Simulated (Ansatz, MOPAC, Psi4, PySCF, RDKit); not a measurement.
N2 (SMILES N#N) and CH2F2 (SMILES FCF) are pulled apart as rigid monomers along the line of their centres of mass, from the B3LYP-D3(BJ)/def2-TZVP minimum. Starting geometry (charge 0, multiplicity 1):
| atom | x (Å) | y (Å) | z (Å) |
|---|---|---|---|
| N | 0.3584 | 0.0622 | -0.2647 |
| N | -0.4931 | -0.0304 | 0.4104 |
| F | 0.4548 | -1.3239 | 3.2263 |
| C | -0.2862 | -0.2904 | 3.7154 |
| F | 0.3482 | 0.8763 | 3.4105 |
| H | -0.3419 | -0.3840 | 4.8011 |
| H | -1.2605 | -0.2966 | 3.2258 |

Interaction energies with rigid monomers; basis-set methods are counterpoise corrected unless marked otherwise.

Correlated levels freeze the cores. Rows in 3-21G carry no dispersion term and start afresh at each structure. The state that PM6 reach isn't checked.

Codes used: Ansatz (an electronic-structure program) with Gaussian orbitals; MOPAC for PM6 (differences of heats of formation); Psi4 for SAPT; PySCF for 3-21G rows; RDKit for the force fields. 

| N2···C4 (Å) | MMFF94 (meV) | PM6 (meV) | B3LYP/3-21G (no counterpoise) (meV) | MP2/aug-cc-pVDZ (meV) | SAPT0/jun-cc-pV(D+d)Z (meV) |
|---|---|---|---|---|---|
| 2.99 | 69.1 | -6.1 | -81.0 | -12.5 | 3.7 |
| 3.32 | -1.6 | -39.2 | -61.1 | -38.7 | -26.6 |
| 3.82 | -14.2 | -28.5 | -25.0 | -29.8 | -23.4 |
| 4.65 | -6.3 | -11.3 | (withheld) | -12.5 | -10.6 |
| 5.98 | -1.4 | -3.9 | -2.6 | -3.7 | (withheld) |

### Question
Some entries are withheld; supply them.

### Answer

- 4.65, B3LYP/3-21G (no counterpoise) (meV): -7.1
- 5.98, SAPT0/jun-cc-pV(D+d)Z (meV): -3.3
